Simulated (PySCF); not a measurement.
GeH₄Si, SMILES [SiH3][GeH] (connectivity only; charge and spin as stated), neutral, multiplicity 1. Heavy atoms are numbered as in [GeH:1][SiH3:3]. Hydrogens are named by the atom that carries them.

Geometry optimised at TPSSh-D3(BJ)/def2-TZVP.

Method: KT2/pcSseg-2 run with PySCF.

GIAO shieldings, no solvent; atoms alike by connectivity are averaged. δ = σ(ref) − σ: ⁷³Ge against GeH4 (σ = 1672.1 ppm); ¹H against TMS (σ = 31.47 ppm); ²⁹Si against TMS (σ = 351.7 ppm), references at their B3LYP-D3(BJ)/def2-TZVP geometries, non-relativistic.

```json
[
 {"nucleus": "⁷³Ge", "atoms": "Ge1 (GeH)", "count": "1", "δ (ppm)": "2766.6"},
 {"nucleus": "¹H", "atoms": "H on Ge1", "count": "1", "δ (ppm)": "19.44"},
 {"nucleus": "¹H", "atoms": "H on Si3", "count": "3", "δ (ppm)": "4.43"},
 {"nucleus": "²⁹Si", "atoms": "Si3 (SiH3)", "count": "1", "δ (ppm)": "-73.7"}
]
```
